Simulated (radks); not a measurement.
Results of a calculation; reference values are marked as such.
Ionisation ladder of lanthanum, from La XV to La XXIV. Each ion is in the ground configuration listed by NIST, and IE = E(next ion) - E(this ion). Code: a radial shooting solver on a logarithmic mesh with Libxc functionals. Model: Dirac Kohn-Sham, PBEsol, spin-unpolarised, spherical densities, point nucleus; open shells fill j = l - 1/2 first.

species	configuration	IE, Delta-SCF (eV)	-e(HOMO) (eV)	HOMO	IE, NIST (eV)	kind	error (eV)
La XV	[Kr] 4d7	365.62	350.23	4d5/2	364	theory	+1.6
La XVI	[Kr] 4d6	396.86	381.13	4d5/2	393	theory	+3.9
La XVII	[Kr] 4d5	428.77	412.71	4d5/2	431	theory	-2.2
La XVIII	[Kr] 4d4	465.38	448.85	4d3/2	464	theory	+1.4
La XIX	[Kr] 4d3	498.86	482.02	4d3/2	498	theory	+0.9
La XX	[Kr] 4d2	532.98	515.82	4d3/2	533	theory	0.0
La XXI	[Kr] 4d1	567.71	550.25	4d3/2	566	theory	+1.7
La XXII	[Kr]	698.09	680.13	4p3/2	696	theory	+2.1
La XXIII	[Ar] 3d10 4s2 4p5	734.24	716.10	4p3/2	731	theory	+3.2
La XXIV	[Ar] 3d10 4s2 4p4	770.73	752.43	4p3/2	770	theory	+0.7

Reference values: NIST Atomic Spectra Database (exp. = measured, semi-emp. = semi-empirical, theory = theoretical value adopted there). The ionisation energy per charge of the ion left behind rises most, in proportion, at La XXII ([Kr]), from 27.034 to 31.731 eV. Spin polarisation and multiplet splitting are left out, so open shells lie too high by an amount that depends on their filling.

Beside tabulated values, note that spin-unpolarised runs miss the spin-polarisation part of the exchange energy of open shells.
